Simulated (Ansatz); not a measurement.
Ansatz (a quantum-chemistry and plane-wave program) input:

Ansatz 0.2 input:
```yaml
crystal:
  periodic: [false, false, false]
  atoms:
    - {symbol: Hg, position_ang: [-0.01523867, 0.00644352, -0.00786699]}
    - {symbol: I, position_ang: [-0.27269821, 2.02112140, -1.61736158]}
    - {symbol: I, position_ang: [0.24229940, -2.00820325, 1.60164749]}
basis:
  gaussian:
    orbitals: def2-TZVP
hamiltonian:
  xc: b3lyp
  dispersion: d3bj
relax: {f_tol: 0.002, max_steps: 150}
```

Problem. Predict the final energy.

Solution. -749.25335 Eh (B3LYP-D3(BJ)/def2-TZVP). The basis has 143 functions. The run takes roughly 40 core-seconds.
